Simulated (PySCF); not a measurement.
# Predicted spectroscopic data

Rapidly exchanging positions averaged, non-relativistic, one computed conformer, isolated molecule. Shieldings: GIAO PBE0/pcSseg-1; structure optimised with PBE0-D3(BJ)/def2-SVP; PySCF.

Shifts are taken against calculated references (same method and geometry level): 1H (31.27 ppm), 13C (184.41 ppm) vs TMS. Where no couplings were computed, multiplicities follow the n + 1 count of equivalent neighbours, and m marks all less simple cases (inequivalent or close neighbours, rings, F or P nearby). Couplings to H on boron are left out. Carbons bonded to boron are broad in practice. Shifts are as computed. Against solution values, carbons near 30 ppm lie about +2 ppm off and those near 130 ppm about +5 ppm. Of 1309 compounds with measured shifts, 239 miss one by over three times the rms of a fit or turn the order of signals round; such compounds aren't used in these exercises.

Compound 1 (C₇H₁₂BN). 1H NMR (600 MHz, computed): δ 2.71 (br, 2H), 2.18 (t, 2H), 1.80 (s, 3H), 1.72 (m, 2H), 1.10 (t, 3H). 13C{1H} NMR (computed): δ 118.5 (C), 96.8 (C), 93.3 (C), 22.1 (CH2), 19.9 (CH2), 15.7 (CH3), 6.1 (CH3). Structure: SMILES [BH2-](C#CC)[N+]#CCCC.

Compound 2 (C₇H₁₂BN). 1H NMR (600 MHz, computed): δ 8.93 (d, 2H), 7.81 (t, 1H), 7.39 (m, 2H), 3.07 (br, 2H), 1.04 (t, 3H), 0.51 (m, 2H). 13C{1H} NMR (computed): δ 154.0 (CH), 143.2 (CH), 129.7 (CH), 27.8 (CH2), 15.2 (CH3). Structure: `CC[BH2-][n+]1ccccc1`.
